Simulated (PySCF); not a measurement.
Compound: zinc hydride isocyanide, CHNZn (singlet state).
Cartesian coordinates in Å at the PBE0-D3(BJ)/def2-SVP level; atoms count from 1:
```xyz
4
CHNZn angstrom
C     -1.9696    0.5851    0.9960
N     -0.8852    0.2428    0.6840
Zn     0.7936   -0.3117    0.1890
H      2.1814   -0.7695   -0.2196
```

Computed, not measured: core-valence-separated Tamm–Dancoff BHandHLYP/aug-pcX-1 (pcseg-1 on H, def2-SVPD on Zn) in PySCF, non-relativistic, gas phase, PBE0-D3(BJ)/def2-SVP geometry. Absolute energies from this functional tend to lie a few eV below measured edges; no shift was applied.

The lowest roots of each edge with f over 0.003 (five at most, numbered afresh; weaker and dark ones are left out), with transition dipoles (au) in the frame of the coordinates:

| root | edge | E (eV) | μx | μy | μz |
| --- | --- | --- | --- | --- | --- |
| 1 | C | 282.64 | 0.0372 | 0.0961 | 0.0235 |
| 2 | C | 282.64 | -0.0186 | 0.0315 | -0.0992 |
| 3 | C | 286.41 | 0.0240 | -0.0078 | -0.0070 |
| 4 | N | 397.96 | 0.0094 | 0.0528 | -0.0261 |
| 5 | N | 397.96 | 0.0218 | 0.0214 | 0.0512 |
| 6 | N | 399.00 | -0.0346 | 0.0115 | 0.0103 |
| 7 | N | 399.38 | 0.0157 | 0.0354 | 0.0151 |
| 8 | N | 399.38 | -0.0050 | 0.0180 | -0.0371 |

**Question.** What are the oscillator strengths?

**Answer.** f = (2/3) ΔE |μ|², with ΔE in hartree (27.2114 eV):

| root | ΔE (Eh) | \|μ\|² (au) | f | core hole on |
| --- | --- | --- | --- | --- |
| 1 | 10.3869 | 0.011171 | 0.077 | C1 |
| 2 | 10.3869 | 0.011179 | 0.077 | C1 |
| 3 | 10.5254 | 0.000686 | 0.005 | C1 |
| 4 | 14.6248 | 0.003557 | 0.035 | N2 |
| 5 | 14.6248 | 0.003555 | 0.035 | N2 |
| 6 | 14.6632 | 0.001435 | 0.014 | N2 |
| 7 | 14.6769 | 0.001728 | 0.017 | N2 |
| 8 | 14.6769 | 0.001725 | 0.017 | N2 |

**Question.** What is the unit vector of the molecular axis, and which share of each root's |μ|² lies along it?

**Answer.** (0.92, -0.30, -0.27), up to sign.

```csv
root,core hole on,share along it,final orbital
1,C1,0.00,π
2,C1,0.00,π
3,C1,1.00,σ
4,N2,0.00,π
5,N2,0.00,π
6,N2,1.00,σ
7,N2,0.00,π
8,N2,0.00,π
```

The 1s orbitals are σ, so light polarised along the axis reaches σ orbitals and light across it π orbitals.

**Question.** For fixed molecules, how does the intensity of root 6 change when the electric field is turned 20° away from the molecular axis?

**Answer.** Intensity goes as (E·μ)², and μ lies along that direction, so it falls to cos²20° = 0.88 of its maximum; it vanishes at 90°.

**Question.** Molecules are fixed in this frame and the field points along z. What effective strengths 3 f cos²θ do the roots have (θ between field and μ)?

**Answer.** root 1 (C1): 0.011, root 2 (C1): 0.204, root 3 (C1): 0.001, root 4 (N2): 0.020, root 5 (N2): 0.077, root 6 (N2): 0.003, root 7 (N2): 0.007, root 8 (N2): 0.040. Root 2 is the strongest. Averaged over all orientations cos²θ is 1/3, which gives f back. For degenerate partners only the sum has meaning, as the program may mix them freely.

